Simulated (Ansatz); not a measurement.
Reaction (ligand exchange at a Ga–C bond): `[GaH2][CH]1BO1` + CH₃NH₂ → `C[NH][GaH2]` + `B1CO1`

Computed with Ansatz on PBE0-D4/def2-TZVP structures; ΔE is electronic, products minus reactants. CCSD(T)/CBS is the MP2 limit (def2-TZVPP, def2-QZVPP) plus CCSD(T) − MP2 in def2-TZVPP, frozen cores. Functionals use def2-TZVPP. B3LYP here is the variant with VWN-RPA as its local correlation; programs differ in this. HSE06 is defined as in plane-wave codes. For Ga outer-core shells are correlated without core-valence functions, which leaves a few kJ/mol of doubt a bond. Scalar relativity is left out up to krypton.

`[GaH2][CH]1BO1`:

```xyz
8

Ga    1.397   -0.005   -0.608
C    -0.134   -0.212    0.585
B    -1.525    0.326    0.286
O    -1.358   -0.960    0.035
H     1.212   -0.283   -2.138
H     2.754    0.495   -0.001
H     0.044   -0.490    1.625
H    -2.391    1.129    0.216
```

CH₃NH₂:

Z-matrix (Å, degrees):
```
C
N 1 1.453
H 1 1.092 2 109.4
H 1 1.100 2 115.4 3 -121.6
H 1 1.092 2 109.4 3 116.8
H 2 1.012 1 110.6 3 62.6
H 2 1.012 1 110.6 3 -179.3
```

`C[NH][GaH2]`:

```xyz
9

C    -0.747    0.934    0.450
N    -0.402   -0.230   -0.331
Ga    1.197   -1.086   -0.400
H     0.118    1.259    1.032
H    -1.559    0.734    1.160
H    -1.056    1.781   -0.176
H    -1.168   -0.573   -0.889
H     1.285   -2.328   -1.340
H     2.332   -0.490    0.493
```

`B1CO1`:

Z-matrix (Å, degrees):
```
C
O 1 1.500
B 1 1.510 2 52.3
H 1 1.086 2 112.6 3 -114.3
H 1 1.086 2 112.6 3 114.3
H 3 1.183 1 159.3 2 180.0
```

```tsv
level	ΔE (kJ/mol)	difference from CCSD(T)/CBS
LDA (SPW92)	-66.7	-4.5
PBE-D4	-59.0	3.2
revPBE-D4	-57.9	4.3
BLYP-D4	-62.8	-0.6
r2SCAN-D4	-61.9	0.3
B97M-V	-61.3	0.9
PBE0-D4	-58.8	3.4
B3LYP-D4	-62.8	-0.6
r2SCANh-D4	-61.6	0.6
r2SCAN0-D4	-61.4	0.8
HSE06-D4	-58.7	3.5
BHLYP-D4	-63.3	-1.1
CAM-B3LYP-D4	-65.6	-3.4
ωB97X-V	-61.8	0.4
B2PLYP	-64.2	-2.0
PBE	-58.6	3.6
revPBE	-55.5	6.7
BLYP	-61.9	0.3
PBE0	-58.5	3.7
B3LYP	-62.3	-0.1
r2SCAN0	-61.2	1.0
HSE06	-58.4	3.8
BHLYP	-63.6	-1.4
CAM-B3LYP	-65.4	-3.2
LC-ωPBE	-61.6	0.6
RPA@PBE/def2-TZVPP	-62.7	-0.5
HF/def2-SVP	-69.2	-7.0
MP2/def2-SVP	-75.1	-12.9
CCSD/def2-SVP	-74.7	-12.5
CCSD(T)/def2-SVP	-75.3	-13.1
HF/def2-TZVPP	-63.5	-1.3
MP2/def2-TZVPP	-64.4	-2.2
SCS-MP2/def2-TZVPP	-64.8	-2.6
CCSD/def2-TZVPP	-63.2	-1.0
CCSD(T)/def2-TZVPP	-63.1	-0.9
HF/def2-QZVPP	-64.0	-1.8
MP2/def2-QZVPP	-64.1	-1.9
HF/CBS(def2)	-64.1	-1.9
MP2/CBS(def2)	-63.5	-1.3
CCSD/CBS(def2)	-62.3	-0.1
CCSD(T)/CBS	-62.2	0
```

Task: What do rigid-rotor, harmonic-oscillator terms from PBE0-D4/def2-TZVP frequencies (298.15 K, 1 bar) make of the CCSD(T)/CBS value? (An estimate is asked.)

Result: Computed: ΔZPE = +1.6 kJ/mol, ΔH = -61.8 kJ/mol, ΔS = -5 J/(mol·K), ΔG = -60.5 kJ/mol.

Largest T1 diagnostic among the species: 0.016.

At CCSD(T), def2-SVP lies −13.1 kJ/mol from the extrapolated value and def2-TZVPP −0.9 kJ/mol. Leaving LDA and LC-ωPBE aside and taking each functional with its dispersion term where it has one, the values spread over 7.7 kJ/mol, from CAM-B3LYP-D4 to revPBE-D4. LDA lies −8.1 kJ/mol from PBE without D4.
